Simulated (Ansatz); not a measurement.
Ansatz (a first-principles code) input (B3LYP/6-31G* with LANL2DZ past Ar): The .json file joins the Basis Set Exchange's 6-31G* for atoms up to Ar and LANL2DZ past it.

Ansatz 0.2 input:
```yaml
crystal:
  periodic: [false, false, false]
  atoms:
    - {symbol: Ba, position_ang: [-0.00000000, -0.00000000, -0.60464707]}
    - {symbol: Cl, position_ang: [0.00000000, 0.00000000, 1.99177858]}
basis:
  gaussian:
    orbitals: 6-31Gs+LANL2DZ.json
hamiltonian:
  xc: {name: B3LYP}
total_charge: 2
magnetization: {spin_polarized: true, initial_magnetization: 1}
```

Problem. What final total energy does it give?

Solution. -484.74124 Eh.
